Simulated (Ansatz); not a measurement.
Total energies of C₂H₅GaO (`[CH3][GaH][CH]=O`).

Cartesian coordinates in Å:
```
C 1.243 0.574 -0.710
Ga 0.174 -0.659 0.381
C -1.753 -0.173 0.746
O -2.484 -0.379 -0.198
H 2.054 0.063 -1.231
H 0.610 1.084 -1.439
H 1.685 1.341 -0.066
H 0.670 -2.081 0.830
H -2.199 0.232 1.687
```

The species carries charge 0 and has multiplicity 1. Correlated methods include outer-core shells of Ga, which these sets cover unevenly. Scalar relativity is left out up to krypton. All single points use the PBE0-D4/def2-TZVP geometry. It is one conformer, not always the lowest. Basis def2-TZVPP, the Gaussian-basis code of Ansatz.

RPA on PBE orbitals: Hartree–Fock energy of these orbitals -2076.71684 Eh, correlation -1.27259 Eh (frozen core).

| functional | energy without D4 (Eh) | D4 term (kJ/mol) |
| --- | --- | --- |
| LDA (SPW92) | -2075.00282 | – |
| PBE | -2078.84265 | -14.8 |
| revPBE | -2079.13910 | -43.3 |
| BLYP | -2079.34511 | -32.3 |
| B97M-V | -2078.93089 | – |
| PBE0 | -2078.88787 | -12.5 |
| r2SCAN0 | -2079.17440 | -4.2 |
| HSE06 (plane-wave form) | -2078.87913 | -11.7 |
| CAM-B3LYP | -2079.37002 | -12.8 |
| LC-ωPBE | -2078.97355 | – |
| ωB97X-V | -2079.09511 | – |
| ωB97M-V | -2079.15120 | – |
| B2PLYP | -2078.83507 | – |
| PBE-QIDH | -2078.52620 | – |

Give the same for r2SCAN, B3LYP, r2SCANh, BHLYP. (Estimate.)

The calculation gave: 
```csv
functional,energy without D4 (Eh),D4 term (kJ/mol)
r2SCAN,-2079.22385,-3.6
B3LYP,-2079.37990,-24.0
r2SCANh,-2079.20340,-3.8
BHLYP,-2079.20483,-19.3
```

B3LYP takes the VWN-RPA correlation (the form of Gaussian; ORCA's B3LYP/G). HSE06 is the plane-wave form, built on full-range PBE exchange. The double hybrids freeze the cores in their second-order part.

LC-ωPBE has ω = 0.4 bohr⁻¹.
